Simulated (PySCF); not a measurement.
**Polarisability and C₆ of Al (aluminium, neutral)**

[Ne] 3s1 3p2, high-spin 4P determinant (an excited configuration). Calculation: PySCF 2.14, in aug-cc-pV(T+d)Z (6s5p4d2f, 55 functions); no relativity, point nucleus. Coupled (time-dependent) response in atomic units; α is the mean over directions.

```csv
method,mean α (bohr³),"α xx, yy, zz",C₆ (like pair),S(−4)
UHF,56.93,"49.57, 60.62, 60.62",508.6,1451
PBE,63.91,"52.15, 69.80, 69.80",581.4,2101
PBE0,60.72,"50.66, 65.75, 65.75",546.6,1799
wB97M-V,66.47,"53.86, 72.77, 72.77",582.6,2537
revPBE,63.80,"52.05, 69.68, 69.68",580.9,2084
```

S(−4) is the Cauchy moment in α(ω) = α(0) + S(−4) ω² + …

α(iu) at PBE0:

| u (hartree) | α(iu) (bohr³) |
| --- | --- |
| 0 | 60.72 |
| 0.0500 | 56.60 |
| 0.100 | 47.40 |
| 0.200 | 29.79 |
| 0.300 | 18.96 |
| 0.500 | 9.093 |
| 0.750 | 4.665 |
| 1.00 | 2.858 |
| 1.50 | 1.449 |
| 2.00 | 0.9161 |
| 3.00 | 0.4974 |
| 5.00 | 0.2347 |

A single London oscillator, α(iu) = α/(1 + u²/ω²), gives C₆ = (3/4) ω α². Matching the computed C₆ needs ω = 4 × 546.6 / (3 × 60.72²) = 0.198 hartree.

The components differ because the open shell of this determinant is not spherical; for a pure term their mean is the scalar polarisability.
